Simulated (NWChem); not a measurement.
Molecule: CCl3F; SMILES FC(Cl)(Cl)Cl

```xyz
5

F      0.0000     0.0000     1.5891
C      0.0000     0.0000     0.2517
Cl     1.3346    -1.0499    -0.3095
Cl    -1.5765    -0.6308    -0.3095
Cl     0.2419     1.6807    -0.3095
```
Atoms are numbered in this order, from 1.

Level: B3LYP/6-31G* (spherical d) (NWChem), optimised geometry, unscaled harmonic frequencies. B3LYP is NWChem's, with the RPA form of VWN correlation.

Question: List the harmonic frequencies with IR intensities, and the thermochemistry.

Answer: 
| frequency (cm⁻¹) | IR intensity (km/mol) |
|---|---|
| 244 | 0.0 |
| 244 | 0.0 |
| 348 | 0.0 |
| 392 | 0.5 |
| 392 | 0.5 |
| 522 | 4.8 |
| 809 | 307.8 |
| 809 | 307.8 |
| 1142 | 206.2 |

```
Property                                                                            Value
-----------------------------------------------------------------------  ----------------
zero-point energy                                                            7.0 kcal/mol
thermal correction to the enthalpy at 298.15 K (with zero-point energy)     10.9 kcal/mol
heat capacity Cv                                                         16.8 cal/(mol K)
entropy at 298.15 K and 1 atm (symmetry number 3)                        74.1 cal/(mol K)
dipole moment                                                                      0.17 D
```

Rigid rotor and harmonic oscillator.
